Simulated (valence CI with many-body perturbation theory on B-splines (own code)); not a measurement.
The numbers below are computed, except where a source is named.
# Energy levels of Cs⁴⁹⁺

Method: valence CI with perturbative core correlation (CI+MBPT): four valence electrons over a frozen Dirac-Fock core [He], a basis of 11 s, 11 p, 10 d, 8 f, 5 g, 2 h functions for each j, with the one-electron correlation potential Σ1 (screened to all orders), the two-electron term Σ2, the three-electron term Σ3, Breit, model QED; selected single and double excitations, second order for the rest, scaled by the run's own slope (own B-spline code, finite nucleus).

The last digits are not significant, and no measured levels were compared; by estimate large intervals hold to a few tenths of a per cent, small ones and those within an open d or f shell to about a per cent. Among the levels kept, up to 890 cm⁻¹ of a level comes from second order outside the variational space, and about a tenth of that is noise between levels of different J, which matters for small intervals.

Levels 136 to 180 of 208, with energies above the lowest level, (2s^2 2p1/2^2) J=0. "Leading %" is the weight of the configuration and term that name the level; weights of strongly mixed levels are sums over their largest components and can fall short, so below about 35 % the name and the second component can differ from the true leading terms, or belong to a minority configuration. In the jj column 3d3/2^4 stands for four electrons in 3d with j = 3/2.

| No. | Configuration | Term | J | E (Ry) | Leading % | Leading jj | Second component |
| --- | --- | --- | --- | --- | --- | --- | --- |
| 136 | 2p3.3d | 3P° | 0 | 460.59 | 60 | 2p1/2^2 2p3/2 3d3/2 (98 %) | 28 % 2p3.3d 5D° |
| 137 | 2p3.3d | 3F° | 4 | 462.21 | 48 | 2p1/2^2 2p3/2 3d5/2 (98 %) | 28 % 2p3.3d 5D° |
| 138 | 2p3.3d | 3D° | 2 | 462.86 | 34 | 2p1/2^2 2p3/2 3d5/2 (96 %) | 22 % 2p3.3d 3P° |
| 139 | 2p3.3d | 3D° | 3 | 463.78 | 44 | 2p1/2^2 2p3/2 3d5/2 (93 %) | 19 % 2p3.3d 1F° |
| 140 | 2s.2p2.3p | 3P° | 0 | 464.16 | 80 | 2s 2p3/2^2 3p1/2 (98 %) | 12 % 2s.2p2.3p 5D° |
| 141 | 2s.2p2.3p | 3P° | 1 | 464.16 | 43 | 2s 2p3/2^2 3p1/2 (93 %) | 20 % 2s.2p2.3p 1P° |
| 142 | 2s.2p2.3p | 3P° | 1 | 464.19 | 35 | 2s 2p3/2^2 3p1/2 (94 %) | 22 % 2s.2p2.3p 3S° |
| 143 | 2s.2p2.3p | 3D° | 2 | 464.37 | 34 | 2s 2p3/2^2 3p1/2 (98 %) | 22 % 2s.2p2.3p 1D° |
| 144 | 2p3.3d | 3D° | 1 | 464.39 | 35 | 2p1/2^2 2p3/2 3d5/2 (94 %) | 25 % 2p3.3d 3P° |
| 145 | 2s.2p2.3p | 3D° | 3 | 465.68 | 53 | 2s 2p3/2^2 3p3/2 (97 %) | 30 % 2s.2p2.3p 5P° |
| 146 | 2s.2p2.3p | 5D° | 4 | 465.70 | 56 | 2s 2p3/2^2 3p3/2 (99 %) | 43 % 2s.2p2.3p 3F° |
| 147 | 2s.2p2.3p | 3P° | 1 | 466.25 | 38 | 2s 2p3/2^2 3p3/2 (88 %) | 21 % 2s.2p2.3p 1P° |
| 148 | 2s.2p2.3p | 3P° | 2 | 467.55 | 38 | 2s 2p3/2^2 3p3/2 (86 %) | 18 % 2s.2p2.3p 1D° |
| 149 | 2p3.3s | 5S° | 2 | 469.96 | 46 | 2p1/2 2p3/2^2 3s (90 %) | 39 % 2p3.3s 3D° |
| 150 | 2p3.3s | 3D° | 3 | 470.43 | 52 | 2p1/2 2p3/2^2 3s (52 %) | 29 % 2s.2p2.3p 3D° |
| 151 | 2p3.3s | 3S° | 1 | 470.55 | 49 | 2p1/2 2p3/2^2 3s (90 %) | 41 % 2p3.3s 3D° |
| 152 | 2s.2p2.3d | 3D | 2 | 470.64 | 27 | 2s 2p3/2^2 3d3/2 (95 %) | 22 % 2s.2p2.3d 5P |
| 153 | 2s.2p2.3d | 5D | 3 | 470.73 | 27 | 2s 2p3/2^2 3d3/2 (88 %) | 19 % 2s.2p2.3d 3F |
| 154 | 2s.2p2.3d | 5P | 1 | 470.81 | 35 | 2s 2p3/2^2 3d3/2 (92 %) | 22 % 2s.2p2.3d 3P |
| 155 | 2s.2p2.3d | 3F | 4 | 471.10 | 35 | 2s 2p3/2^2 3d3/2 (82 %) | 26 % 2s.2p2.3d 5F |
| 156 | 2s.2p2.3p | 3P° | 0 | 471.26 | 60 | 2s 2p3/2^2 3p3/2 (98 %) | 39 % 2s.2p2.3p 1S° |
| 157 | 2s.2p2.3p | 3P° | 2 | 471.49 | 54 | 2s 2p3/2^2 3p3/2 (77 %) | 14 % 2p3.3s 1D° |
| 158 | 2s.2p2.3p | 1P° | 1 | 471.53 | 45 | 2s 2p3/2^2 3p3/2 (84 %) | 20 % 2s.2p2.3p 3P° |
| 159 | 2s.2p2.3d | 5F | 5 | 471.91 | 56 | 2s 2p3/2^2 3d5/2 (99 %) | 44 % 2s.2p2.3d 3G |
| 160 | 2p3.3s | 1D° | 2 | 472.05 | 40 | 2p1/2 2p3/2^2 3s (57 %) | 25 % 2s.2p2.3p 3P° |
| 161 | 2s.2p2.3d | 3F | 4 | 472.17 | 58 | 2s 2p3/2^2 3d5/2 (82 %) | 20 % 2s.2p2.3d 5D |
| 162 | 2s.2p2.3p | 1D° | 2 | 472.37 | 23 | 2s 2p3/2^2 3p3/2 (83 %) | 22 % 2s.2p2.3p 3P° |
| 163 | 2p3.3s | 3D° | 3 | 472.39 | 46 | 2s 2p3/2^2 3p3/2 (53 %) | 35 % 2s.2p2.3p 3D° |
| 164 | 2s.2p2.3d | 3P | 0 | 473.07 | 74 | 2s 2p3/2^2 3d5/2 (90 %) | 17 % 2s.2p2.3d 1S |
| 165 | 2p3.3p | 5P | 1 | 473.78 | 21 | 2s 2p3/2^2 3d5/2 (52 %) | 21 % 2s.2p2.3d 3P |
| 166 | 2s.2p2.3p | 1P° | 1 | 473.90 | 35 | 2s 2p3/2^2 3p3/2 (89 %) | 21 % 2s.2p2.3p 3S° |
| 167 | 2p3.3p | 5P | 1 | 473.91 | 21 | 2p1/2 2p3/2^2 3p1/2 (50 %) | 13 % 2p3.3p 3D |
| 168 | 2s.2p2.3d | 3D | 3 | 473.96 | 39 | 2s 2p3/2^2 3d5/2 (83 %) | 17 % 2s.2p2.3d 3F |
| 169 | 2p3.3s | 3P° | 0 | 474.19 | 99 | 2p1/2 2p3/2^2 3s (99 %) |  |
| 170 | 2p3.3p | 3F | 2 | 474.26 | 33 | 2p1/2 2p3/2^2 3p1/2 (93 %) | 21 % 2p3.3p 3P |
| 171 | 2s.2p2.3d | 3P | 2 | 474.44 | 36 | 2s 2p3/2^2 3d5/2 (91 %) | 20 % 2s.2p2.3d 3D |
| 172 | 2p3.3s | 3P° | 1 | 474.93 | 54 | 2p1/2 2p3/2^2 3s (79 %) | 25 % 2p3.3s 1P° |
| 173 | 2p3.3p | 3F | 3 | 475.20 | 37 | 2p1/2 2p3/2^2 3p1/2 (82 %) | 25 % 2p3.3p 1F |
| 174 | 2s.2p2.3d | 3D | 1 | 475.90 | 52 | 2s 2p3/2^2 3d3/2 (82 %) | 17 % 2s.2p2.3d 1P |
| 175 | 2s.2p2.3d | 3F | 2 | 476.61 | 35 | 2s 2p3/2^2 3d3/2 (93 %) | 29 % 2s.2p2.3d 3D |
| 176 | 2s.2p2.3d | 3D | 1 | 476.85 | 59 | 2s 2p3/2^2 3d3/2 (90 %) | 15 % 2s.2p2.3d 3P |
| 177 | 2s.2p2.3d | 3D | 2 | 476.87 | 55 | 2s 2p3/2^2 3d3/2 (82 %) | 15 % 2s.2p2.3d 1D |
| 178 | 2s.2p2.3d | 3F | 3 | 476.89 | 34 | 2s 2p3/2^2 3d3/2 (81 %) | 25 % 2s.2p2.3d 1F |
| 179 | 2p3.3p | 3P | 2 | 477.30 | 50 | 2p1/2 2p3/2^2 3p1/2 (94 %) | 20 % 2p3.3p 1D |
| 180 | 2s.2p2.3d | 3P | 0 | 477.36 | 74 | 2s 2p3/2^2 3d3/2 (91 %) | 23 % 2s.2p2.3d 1S |

Where two levels of one J and parity lie close, their mixing, g and order are uncertain.
